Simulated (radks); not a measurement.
Cl2+, 15 electrons, occupied as [Ne] 3s2 3p3. All-electron calculation, Dirac Kohn-Sham, Wu-Cohen GGA, spin-unpolarised, spherical densities, finite nucleus; open shells are shared between the two j in proportion to 2j + 1; Fermi nuclear charge, rms radius 3.3654 fm. Program: a radial shooting solver on a logarithmic mesh with Libxc functionals.

Normalised radial functions P(r) = r R(r) (large component), r in bohr:

r	1s1/2	2p3/2	3p3/2
0.008642	1.0333	0.0109	0.0035
0.01099	1.2599	0.0173	0.0056
0.01397	1.5199	0.0272	0.0088
0.01775	1.8086	0.0425	0.0138
0.02239	2.1050	0.0650	0.0211
0.02846	2.4107	0.0998	0.0324
0.03618	2.6858	0.1512	0.0491
0.046	2.8903	0.2255	0.0731
0.05848	2.9769	0.3294	0.1066
0.07375	2.9067	0.4639	0.1496
0.09375	2.6491	0.6412	0.2056
0.1192	2.2132	0.8533	0.2707
0.1515	1.6575	1.0841	0.3378
0.1926	1.0822	1.3022	0.3925
0.2429	0.6089	1.4580	0.4137
0.3088	0.2719	1.5126	0.3777
0.3925	0.0928	1.4234	0.2608
0.499	0.0226	1.1923	0.0561
0.6344	0.0036	0.8680	-0.2169
0.8064	0.0003	0.5329	-0.5070
1.017	0.0000	0.2739	-0.7357
1.293	0.0000	0.1074	-0.8473
1.644	0.0000	0.0307	-0.7946
2.089	0.0000	0.0059	-0.6070
2.656	0.0000	0.0007	-0.3685
3.35	0.0000	0.0000	-0.1795
4.258	0.0000	0.0000	-0.0628
5.413	0.0000	0.0000	-0.0148

1s1/2: eigenvalue -2778.2 eV, 0 radial nodes, <r> = 0.0910 bohr, 90 % of the charge inside 0.163 bohr. 2p3/2: eigenvalue -219.01 eV, 0 radial nodes, <r> = 0.407 bohr, 90 % of the charge inside 0.676 bohr. 3p3/2: eigenvalue -31.617 eV, 1 radial node at r = 0.526 bohr, <r> = 1.60 bohr, 90 % of the charge inside 2.44 bohr.
